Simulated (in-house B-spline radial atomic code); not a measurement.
Tc²⁺. Computed with a B-spline radial atomic code. Model: all-electron spherical atom, spin shells full or empty, radial basis limit, no spin-orbit coupling, Breit or QED, empty-state partial waves extrapolated as (l+1/2)^-4, RPA, G0W0 and static COHSEX of the highest shell as one setting changes (uncorrelated shells keep exact exchange).

Given: element Tc; charge 2; filled core Kr; hamiltonian one-electron scalar X2C; mean-field start PBE; highest l of empty states 9; nuclear rms radius 4.4112 fm; highest mean-field shell 4d up.

Shell: 4d 5 0 (electrons up and down).

| lowest nl shells left uncorrelated | RPA correlation energy (hartree) | G0W0 level (eV) | G0W0 minus most complete (meV) | COHSEX level (eV) | linearised minus solved G0W0 (meV) |
| --- | --- | --- | --- | --- | --- |
| 0 | -3.0849 | -30.02 | 0 | -32.984 | 125.2 |
| 1 | -2.9201 | -30.02 | 0.1 | -32.984 | 125.2 |
| 2 | ? | ? | ? | ? | ? |
| 3 | -2.197 | -30.012 | 8.6 | -32.985 | 126.4 |
| 4 | -2.0189 | -30.008 | 12.6 | -32.973 | 127 |
| 5 | -1.5025 | -29.992 | 28.4 | -32.929 | 128.2 |
| 6 | ? | ? | ? | ? | ? |
| 7 | -0.5698 | -29.93 | 90.5 | -32.654 | 139.5 |

Question: What follows for lowest nl shells left uncorrelated = 6?

Answer: RPA correlation energy -0.71811 hartree; G0W0 level -29.933 eV; G0W0 minus most complete 87.4 meV; COHSEX level -32.754 eV; linearised minus solved G0W0 136.1 meV.

Question: What follows for lowest nl shells left uncorrelated = 2?

Answer: RPA correlation energy -2.7317 hartree; G0W0 level -30.018 eV; G0W0 minus most complete 2.4 meV; COHSEX level -32.981 eV; linearised minus solved G0W0 125.6 meV.
